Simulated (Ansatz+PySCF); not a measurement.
quartet FeH: levels of theory in one basis

```csv
atom,x (Å),y (Å),z (Å)
Fe,0.0000,0.0000,0.0000
H,0.0000,0.0000,1.6100
```

Basis set: def2-SVP (spherical functions). Correlated methods keep 5 orbitals frozen. Correlation on ROHF uses semicanonical orbitals with singles. Charge 0, multiplicity 4.

Computed with Ansatz (development build ahead of 0.2.0); each method stands on the lowest determinant of its kind that the runs found.

```
 method  E − E(ROHF) (eV)  <S²> of the determinant
   ROHF              0.00                     3.75
    UHF             -1.96                     4.71
UHF-MP2             -8.74                     4.71
```

Question: What does ROHF-MP2 give on the same scale?

Answer: -8.68 eV.

Question: Is a single determinant a sound starting point here?

Answer: It is doubtful. Unrestricted orbitals lower Hartree–Fock by 1.96 eV and <S²> is 4.71 where a pure state has 3.75, a sign of strong static correlation.

Caution: another spin multiplicity may lie lower. Caution for ROHF, ROHF-MP2: an unrestricted determinant lies well below. Caution for UHF, UHF-MP2: the unrestricted determinant is a mixture of spin states.
